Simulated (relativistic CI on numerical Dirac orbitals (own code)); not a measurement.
**Pb¹⁹⁺: q coefficients and field-shift factors**

Method of calculation: Dirac-Coulomb-Breit CI, KLI orbitals optimised for each configuration, derivatives by finite differences, unscaled Slater integrals, QED left out (own radial code, finite nucleus).

Configuration list (outside the closed core [Kr] 4d10): 4f14 5s2 5p, 4f14 5s 5p2, 4f14 5s2 5d, 4f13 5s2 5p2, 4f14 5s 5p 5d, 4f14 5s2 5f, 4f14 5p3, 4f13 5p4. Double excitations out of closed p, d and f shells are left out; levels of such configurations are missing from the list, as are those of other unlisted configurations, and high levels can miss mixing partners.

With x = (α/α₀)² − 1 an excitation energy changes as ω = ω₀ + qx; K = 2q/ω₀ is the relative enhancement. Terms are leading LS components, so labels can repeat. The field-shift factor is F = δν/δ⟨r²⟩ for the transition from the lowest level.

Lowest level 4f14 5s2 5p 2P°_1/2.

```tsv
Level	ω₀ (cm⁻¹)	q (cm⁻¹)	K	F (GHz/fm²)
4f14 5s2 5p 2P°_3/2	243136	317400	2.61	-84.8
4f14 5s 5p2 4P_1/2	375498	86930	0.463	-924
4f14 5s 5p2 4P_3/2	566509	386400	1.36	-997
4f13 5s2 5p2 2F°_7/2	584536	-512800	-1.75	151
4f14 5s 5p2 2D_5/2	603012	392400	1.3	-987
4f13 5s2 5p2 2F°_5/2	628061	-475100	-1.51	153
4f14 5s 5p2 2D_3/2	655485	389800	1.19	-953
4f14 5s 5p2 2P_1/2	673897	372500	1.11	-984
4f13 5s2 5p2 4F°_9/2	806864	-192900	-0.478	73.4
4f13 5s2 5p2 2F°_5/2	813719	-191300	-0.47	73.3
4f13 5s2 5p2 2G°_7/2	822860	-192400	-0.468	73.5
4f14 5s 5p2 4P_5/2	824289	660700	1.6	-950
4f13 5s2 5p2 2P°_3/2	828120	-189400	-0.457	73.7
4f13 5s2 5p2 2H°_11/2	828326	-193600	-0.468	73.9
4f13 5s2 5p2 2D°_5/2	833479	-193000	-0.463	74
4f13 5s2 5p2 2F°_7/2	839205	-191300	-0.456	73.6
4f13 5s2 5p2 4F°_3/2	842161	-159400	-0.379	76
4f13 5s2 5p2 2G°_9/2	843356	-189900	-0.45	73.2
4f13 5s2 5p2 4G°_7/2	857216	-155400	-0.363	76.1
4f13 5s2 5p2 4G°_5/2	861651	-156900	-0.364	76.1
4f13 5s2 5p2 2P°_1/2	866000	-154900	-0.358	76.2
4f13 5s2 5p2 2H°_9/2	869337	-157700	-0.363	77.1
4f14 5s2 5d 2D_3/2	874333	391200	0.895	-265
```

At this charge transitions that keep the count of f electrons are usually good to a few per cent. Levels that differ in their count of f electrons can be misplaced by several ten thousand cm⁻¹, since the correlation energy of f electrons is missing or only estimated; rates across such gaps can be off by orders of magnitude.
